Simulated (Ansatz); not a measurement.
Ansatz (an electronic-structure program) input for In(H)(Me)(Et) (C₃H₉In), SMILES [CH3][InH][CH2]C, PBE-D3(BJ)/def2-SVP. 

Ansatz 0.2 input:
```yaml
crystal:
  periodic: [false, false, false]
  atoms:
    - {symbol: In, position_ang: [0.11998023, 0.40816879, -0.07830428]}
    - {symbol: H, position_ang: [0.78875117, 1.02020166, -1.57215330]}
    - {symbol: C, position_ang: [-0.16301640, 1.77133336, 1.59384056]}
    - {symbol: H, position_ang: [-0.60566536, 1.27007928, 2.46689106]}
    - {symbol: H, position_ang: [-0.81809508, 2.60421412, 1.29157377]}
    - {symbol: H, position_ang: [0.80588521, 2.20627224, 1.88802657]}
    - {symbol: C, position_ang: [-0.41384035, -1.70870038, 0.07610617]}
    - {symbol: C, position_ang: [-0.16182194, -2.54934659, -1.17306529]}
    - {symbol: H, position_ang: [-1.47835850, -1.74336352, 0.37259527]}
    - {symbol: H, position_ang: [0.13978454, -2.10928176, 0.94523420]}
    - {symbol: H, position_ang: [0.90115207, -2.54483435, -1.46573057]}
    - {symbol: H, position_ang: [-0.72920792, -2.17711958, -2.04203996]}
    - {symbol: H, position_ang: [-0.45120492, -3.60615681, -1.02877592]}
basis:
  gaussian:
    orbitals: def2-SVP
hamiltonian:
  xc: pbe
  dispersion: d3bj
relax: {f_tol: 0.002, max_steps: 200}
```

Output:

```
WARN ansatz: RAYON_NUM_THREADS=1 ignored (pool sized by the plan → 1); use --threads N
Functional definition: PBE
integrals: 0.05 GiB planned
1312 factors; their error is unknown
mean field: 0.31 GiB planned
mean field evaluation 1: about -8405.3241 eV, gradient 8.3e1 eV
mean field evaluation 2: about -8336.9249 eV, gradient 1.5e2 eV
mean field evaluation 4: about -8422.5134 eV, gradient 2.0e1 eV
mean field evaluation 8: about -8423.6155 eV, gradient 2.1e-1 eV
mean field evaluation 16: about -8423.5757 eV, gradient 1.3e-4 eV
mean field -8423.57569744 eV, -309.5606971763 hartree, gradient 5.3e-5 eV, S^2 0.000000; 0 other end points of the search recorded, 0 dependent functions left out
the calculation of the forces begins
reference -8423.57574612 eV, -309.5606989650 hartree; 24, 24 occupied and 89, 89 virtual orbitals, 1312 factors
relax step   1: F+E_penalty+E_count = -8423.80057823 eV  Δ(F+E_penalty+E_count) = +0.000e0 eV  max|allowed force component| = 2.308e-1 eV/Å  Δτ_max = 0.0000 Å  (27 SCF iters, accepted)
these checks for a lower state are left out or cut short: starts, cluster_reference, orbital_swaps, neighbouring_geometries, increment
integrals: 0.05 GiB planned
1312 factors; their error is unknown
mean field: 0.31 GiB planned
mean field -8423.58705422 eV, -309.5611145302 hartree, gradient 2.1e-5 eV, S^2 0.000000; 0 other end points of the search recorded, 0 dependent functions left out
the calculation of the forces begins
reference -8423.58710294 eV, -309.5611163208 hartree; 24, 24 occupied and 89, 89 virtual orbitals, 1312 factors
relax step   2: F+E_penalty+E_count = -8423.81066753 eV  Δ(F+E_penalty+E_count) = -1.009e-2 eV  max|allowed force component| = 6.613e-2 eV/Å  Δτ_max = 0.0233 Å  (30 SCF iters, accepted)
these checks for a lower state are left out or cut short: starts, cluster_reference, orbital_swaps, neighbouring_geometries, increment
integrals: 0.05 GiB planned
1312 factors; their error is unknown
mean field: 0.31 GiB planned
mean field evaluation 32: about -8423.5876 eV, gradient 2.1e-5 eV
mean field -8423.58755890 eV, -309.5611330767 hartree, gradient 2.1e-5 eV, S^2 0.000000; 0 other end points of the search recorded, 0 dependent functions left out
the calculation of the forces begins
reference -8423.58760759 eV, -309.5611348662 hartree; 24, 24 occupied and 89, 89 virtual orbitals, 1312 factors
relax step   3: F+E_penalty+E_count = -8423.81134691 eV  Δ(F+E_penalty+E_count) = -6.794e-4 eV  max|allowed force component| = 1.332e-2 eV/Å  Δτ_max = 0.0084 Å  (31 SCF iters, accepted)
these checks for a lower state are left out or cut short: starts, cluster_reference, orbital_swaps, neighbouring_geometries, increment
integrals: 0.05 GiB planned
1312 factors; their error is unknown
mean field: 0.31 GiB planned
mean field -8423.58768189 eV, -309.5611375968 hartree, gradient 2.4e-5 eV, S^2 0.000000; 0 other end points of the search recorded, 0 dependent functions left out
the calculation of the forces begins
reference -8423.58773058 eV, -309.5611393859 hartree; 24, 24 occupied and 89, 89 virtual orbitals, 1312 factors
relax step   4: F+E_penalty+E_count = -8423.81139753 eV  Δ(F+E_penalty+E_count) = -5.062e-5 eV  max|allowed force component| = 1.312e-2 eV/Å  Δτ_max = 0.0049 Å  (21 SCF iters, accepted)
these checks for a lower state are left out or cut short: starts, cluster_reference, orbital_swaps, neighbouring_geometries, increment
integrals: 0.05 GiB planned
1312 factors; their error is unknown
mean field: 0.31 GiB planned
mean field -8423.58769810 eV, -309.5611381924 hartree, gradient 1.6e-5 eV, S^2 0.000000; 0 other end points of the search recorded, 0 dependent functions left out
the calculation of the forces begins
reference -8423.58774678 eV, -309.5611399814 hartree; 24, 24 occupied and 89, 89 virtual orbitals, 1312 factors
relax step   5: F+E_penalty+E_count = -8423.81141712 eV  Δ(F+E_penalty+E_count) = -1.959e-5 eV  max|allowed force component| = 1.899e-3 eV/Å  Δτ_max = 0.0017 Å  (21 SCF iters, accepted)
integrals: 0.05 GiB planned
1312 factors; their error is unknown
mean field: 0.31 GiB planned
mean field evaluation 64: about -8423.5877 eV, gradient 5.4e-5 eV
mean field -8423.58769810 eV, -309.5611381924 hartree, gradient 1.6e-5 eV, S^2 0.000000; 1 other end points of the search recorded, 0 dependent functions left out
the calculation of the forces begins
reference -8423.58774678 eV, -309.5611399814 hartree; 24, 24 occupied and 89, 89 virtual orbitals, 1312 factors
Total energy: -8423.81146580 eV, -309.5693615038 hartree
Atom 0 at     0.119446     0.410034    -0.074049 Å, force    -0.000641    -0.001247     0.000892 eV/Å
Atom 1 at     0.794954     1.026182    -1.582638 Å, force     0.000366     0.000456    -0.000673 eV/Å
Atom 2 at    -0.162968     1.788161     1.605153 Å, force    -0.000061     0.000401     0.000712 eV/Å
Atom 3 at    -0.606033     1.281983     2.483875 Å, force     0.000291    -0.000484    -0.000857 eV/Å
Atom 4 at    -0.824678     2.622159     1.294999 Å, force    -0.000309     0.000211    -0.000293 eV/Å
Atom 5 at     0.814362     2.225419     1.894087 Å, force     0.000343     0.000188    -0.000019 eV/Å
Atom 6 at    -0.417021    -1.722267     0.075585 Å, force     0.000576     0.001899    -0.000435 eV/Å
Atom 7 at    -0.161857    -2.559143    -1.179471 Å, force    -0.000009     0.000557     0.000401 eV/Å
Atom 8 at    -1.488017    -1.750768     0.373812 Å, force     0.000343    -0.000976     0.000110 eV/Å
Atom 9 at     0.141442    -2.119966     0.951229 Å, force    -0.000726    -0.000881    -0.000211 eV/Å
Atom 10 at     0.908362    -2.553640    -1.473668 Å, force     0.000255    -0.000051     0.000151 eV/Å
Atom 11 at    -0.731298    -2.182417    -2.054552 Å, force    -0.000256     0.000059    -0.000011 eV/Å
Atom 12 at    -0.452352    -3.624271    -1.040164 Å, force    -0.000173    -0.000131     0.000233 eV/Å
Dipole moment:    -0.060399    -0.057707     0.133813 e Å
```

Self-consistency was reached.

Cost: very roughly 16 core-seconds.
